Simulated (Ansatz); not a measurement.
Start from `[NH2][Al]([OH])[F]` and change one atom or group to get `[NH2][Al]([F])[Cl]`.

Ansatz, PBE0-D4/def2-TZVP geometries, multiplicity 1. Each molecule was computed in one conformer, which needn't be the lowest.

```
                                        property  `[NH2][Al]([OH])[F]`
size of the dipole moment (B3LYP/def2-TZVPP) / D                  3.34
           LUMO energy (ωB97M-V/def2-TZVPP) / eV                  1.11
              LUMO energy (PBE0/def2-TZVPP) / eV                 -0.42
           HOMO energy (ωB97M-V/def2-TZVPP) / eV                -10.12
  size of the dipole moment (PBE/def2-TZVPP) / D                  3.26
             LUMO energy (B3LYP/def2-TZVPP) / eV                 -0.77
```

Question: Give the same properties after the change, and the shifts. (Estimate.)

Answer: Computed: 
| property | `[NH2][Al]([F])[Cl]` | shift |
| --- | --- | --- |
| size of the dipole moment (B3LYP/def2-TZVPP) / D | 2.44 | -0.90 |
| LUMO energy (ωB97M-V/def2-TZVPP) / eV | 0.98 | -0.13 |
| LUMO energy (PBE0/def2-TZVPP) / eV | -0.62 | -0.20 |
| HOMO energy (ωB97M-V/def2-TZVPP) / eV | -10.43 | -0.31 |
| size of the dipole moment (PBE/def2-TZVPP) / D | 2.43 | -0.83 |
| LUMO energy (B3LYP/def2-TZVPP) / eV | -0.94 | -0.17 |

With PBE0 the HOMO falls by 0.32 eV and the LUMO falls by 0.20 eV, so the gap widens by about 0.12 eV. PBE moves the HOMO by -0.35 eV and ωB97M-V by -0.31 eV. The zero-point energy changes by -31.1 kJ/mol with -3 modes. Dipoles are sizes alone; their direction can turn.

B3LYP here is the variant with VWN-RPA as its local correlation; programs differ in this.
